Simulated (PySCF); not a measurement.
Dipole response of Ta²⁺ (tantalum, charge +2)

[Xe] 4f14 5d2 6s1, high-spin 4F determinant (an excited configuration). All numbers are calculated (PySCF 2.14, scalar relativity by spin-free X2C-1e, in ANO-RCC-VTZP (8s7p5d3f2g1h, 104 functions)). Coupled (time-dependent) response in atomic units; α is the mean over directions. The basis has no added diffuse functions, which lowers α and C₆.

```
method  mean α (bohr³)  C₆ (like pair)  S(−4)
   UHF           31.34           211.7  571.2
```

S(−4) is the Cauchy moment in α(ω) = α(0) + S(−4) ω² + …

Spin-orbit coupling is absent.

α(iu) at UHF:

```tsv
u (hartree)	α(iu) (bohr³)
0	31.34
0.0500	29.99
0.100	26.65
0.200	19.04
0.300	13.65
0.500	8.316
0.750	5.631
1.00	4.299
1.50	2.876
2.00	2.091
3.00	1.265
5.00	0.6310
```

A single London oscillator, α(iu) = α/(1 + u²/ω²), gives C₆ = (3/4) ω α². Matching the computed C₆ needs ω = 4 × 211.7 / (3 × 31.34²) = 0.287 hartree.

For an ion, C₆ is the dispersion term alone; charge-induced terms of lower order in 1/R come first.

Spin-orbit coupling, absent here, splits the open shell strongly.
